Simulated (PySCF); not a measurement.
Precursor series Ta OH-NH2. Isolated molecules, 0 K electronic values unless said otherwise. One relaxed conformer stands for each flexible species; it need not be the lowest.

The HOMO from two functionals at the same geometries (BP86-D3(BJ)/def2-SVP), both in PySCF: PBE-D3(BJ)/def2-TZVP and TPSSh-D3(BJ)/def2-TZVP. 

```csv
species,PBE-D3(BJ)/def2-TZVP (eV)
0 of 5 OH replaced by NH2,-6.91
2 of 5 OH replaced by NH2 ([Ta(OH)3(NH2)2]),-5.46
3 of 5 OH replaced by NH2 ([Ta(OH)2(NH2)3]),-5.35
4 of 5 OH replaced by NH2 ([Ta(OH)(NH2)4]),-5.11
```

What does TPSSh-D3(BJ)/def2-TZVP give for each?


- 0 of 5 OH replaced by NH2: -7.65
- 2 of 5 OH replaced by NH2 ([Ta(OH)3(NH2)2]): -6.10
- 3 of 5 OH replaced by NH2 ([Ta(OH)2(NH2)3]): -5.99
- 4 of 5 OH replaced by NH2 ([Ta(OH)(NH2)4]): -5.72
Over these rows, drawn at random from the members with no instability flagged (it was tested for open shells, ions and some series alone), PBE minus TPSSh-D3(BJ): mean +0.66 eV, from +0.62 eV to +0.75 eV.
